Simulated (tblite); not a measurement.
Species: C5H6S2 (charge -1 and doublet state).
Z-matrix (Å and degrees, GFN2-xTB geometry), rows numbered from 1:
```
C 
C   1  1.4876
C   2  1.3772  1  129.05
C   3  1.3872  2  114.68  1   179.65
C   4  1.4027  3  114.38  2    -8.64
S   5  1.7909  4  120.25  3   150.16
S   2  1.7612  1  119.92  3   175.20
H   1  1.0916  2  109.78  3    15.36
H   1  1.0980  2  112.11  3  -104.72
H   1  1.0938  2  110.98  3   135.47
H   3  1.0835  2  121.73  1    -2.40
H   4  1.0798  3  124.37  2   175.05
H   6  1.3522  5   95.04  4   138.72
```

Level: GFN2-xTB in tblite, geometry and Hessian alike; calculated harmonic values, unscaled, isolated species. Errors from tens to a few hundred cm⁻¹ against measured bands are possible. Modes of hydrogen on sulfur can be 10 to 20 % off. One conformer, not necessarily the lowest. Open shells enter through the occupations alone, without spin polarisation, and single modes of such species can be off by tens of per cent.

Harmonic wavenumbers (cm⁻¹): 80.5, 90.1, 179.0, 186.5, 208.4, 295.0, 319.4, 342.3, 465.5, 526.8, 636.6, 667.6, 693.8, 791.7, 808.3, 887.2, 983.3, 1030.4, 1078.8, 1164.5, 1167.5, 1311.3, 1393.8, 1429.3, 1482.9, 1496.6, 1524.6, 2140.3, 2862.8, 2937.8, 2975.0, 3008.9, 3062.2.

A = 4645, B = 1161, C = 953.2 MHz; mass 129.991 u (most abundant isotopes); point group C1, symmetry number 1; spin multiplicity 2.

Task: What is the zero-point energy?

Result: ½Σν̃ = 19114 cm⁻¹ = 54.65 kcal/mol.

Task: What is S at 200 K and 1 bar for an ideal gas of classical rigid rotors and harmonic oscillators?

Result: Translation 38.54, rotation 27.34, vibration 13.66, spin (R ln 2) 1.38: S = 80.9 cal/(mol K).

Task: And Cp and H(200 K) − H(0)?

Result: Cp = 24.36 cal/(mol K), of which vibrations give 16.41 (their classical limit is 33 R = 65.6); H(200 K) − H(0) = 3.19 kcal/mol without the zero-point energy, 1.60 from vibrations.

Task: How do the functions run with temperature in this model?

Result: 
```
T (K)  S (cal/(mol K))  Cp (cal/(mol K))  H − H(0) (kcal/mol)  G − H(0) (kcal/mol)  ln q(vib)
  100             67.1              16.3                 1.14                -5.56       0.93
  300             92.2              31.6                 5.99               -21.67       4.88
  500            111.2              43.2                13.54               -42.07       8.83
  800            134.1              54.0                28.26               -79.00      14.30
 1000            146.6              58.5                39.53              -107.10      17.61
```

q(vib) and H(0) count from the zero-point level.

Task: Blend soft modes into free rotors: weight 1/[1 + (100 cm⁻¹/ν̃)⁴] for the oscillator and the rest for a rotor with moment μB/(μ + B), μ = h/(8π²ν), B = 10⁻⁴⁴ kg m². What vibrational entropy results?

Result: 13.25 cal/(mol K) in place of 13.66, which changes −T·S at 200 K by +0.08 kcal/mol.

Task: What must be added to the electronic energy to get the Gibbs energy at 200 K and 1 bar?

Result: ZPE + [H(200 K) − H(0)] − T·S = 54.65 + 3.19 − 16.18 = 41.66 kcal/mol.

Hindered rotation and anharmonicity are outside this model. Other conformers, if any are populated, would add a mixing term that is left out. The structure is chiral; the term R ln 2 for an equal mix with its mirror image is left out.

On one thread, Arm Neoverse V1 (aarch64), no GPU (shared host), this took 0.42 s wall. This covers the Hessian and the dipole derivatives.
